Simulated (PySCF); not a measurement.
4-chloropyridine, C5H4ClN.
Cartesian coordinates in Å at the PBE0-D3(BJ)/def2-SVP level; atoms count from 1:
```
atom  x, y, z in Å
Cl1   -0.4389    2.7812    0.1430
C2    -0.1666    1.0801    0.0438
C3    -1.2435    0.1991   -0.0191
C4    -0.9591   -1.1638   -0.0966
N5     0.2722   -1.6657   -0.1135
C6     1.2863   -0.8075   -0.0534
C7     1.1315    0.5760    0.0267
H8    -2.2704    0.5669   -0.0076
H9    -1.7840   -1.8839   -0.1474
H10    2.2947   -1.2369   -0.0691
H11    1.9930    1.2433    0.0745
```

Level of theory: core-valence-separated Tamm–Dancoff BHandHLYP/aug-pcX-1 (pcseg-1 on H, def2-SVPD on Cl) in PySCF, non-relativistic, gas phase, PBE0-D3(BJ)/def2-SVP geometry. No empirical shift is added; at this level the pattern usually sits a few eV under experiment.

The lowest roots of each edge with f over 0.003 (five at most, numbered afresh; weaker and dark ones are left out), with transition dipoles (au) in the frame of the coordinates:

```csv
root,edge,E (eV),f,μx,μy,μz
1,C,283.15,0.1025,0.0012,0.0072,-0.1213
2,C,283.35,0.1447,0.0014,0.0085,-0.1441
3,C,284.17,0.0709,-0.0010,-0.0061,0.1007
4,C,285.98,0.0554,0.0140,-0.0876,-0.0052
5,C,286.20,0.0328,0.0673,0.0122,0.0014
6,N,396.48,0.0598,0.0008,0.0046,-0.0783
7,N,402.17,0.0031,-0.0028,0.0175,0.0010
```

**Question.** What is the unit vector of the normal of the molecular plane, and which share of each root's |μ|² lies along it?

**Answer.** (-0.01, -0.06, 1.00), up to sign.

```
root  core hole on  share along it  final orbital under reflection in the plane
   1         C3/C7            1.00                                          odd
   2         C4/C6            1.00                                          odd
   3            C2            1.00                                          odd
   4            C2            0.00                                         even
   5         C3/C7            0.00                                         even
   6            N5            1.00                                          odd
   7            N5            0.00                                         even
```

The 1s orbitals of atoms in the plane are even under the reflection, so light polarised along the normal reaches odd orbitals alone (the out-of-plane π set) and light polarised in the plane even ones.

**Question.** For fixed molecules, how does the intensity of root 1 change when the electric field is turned 60° away from the normal of the molecular plane?

**Answer.** Intensity goes as (E·μ)², and μ lies along that direction, so it falls to cos²60° = 0.25 of its maximum; it vanishes at 90°.

**Question.** Molecules are fixed in this frame and the field points along z. What effective strengths 3 f cos²θ do the roots have (θ between field and μ)?

**Answer.** root 1 (C3/C7): 0.306, root 2 (C4/C6): 0.432, root 3 (C2): 0.212, root 4 (C2): 0.001, root 5 (C3/C7): 0.000, root 6 (N5): 0.179, root 7 (N5): 0.000. Root 2 is the strongest. Averaged over all orientations cos²θ is 1/3, which gives f back.

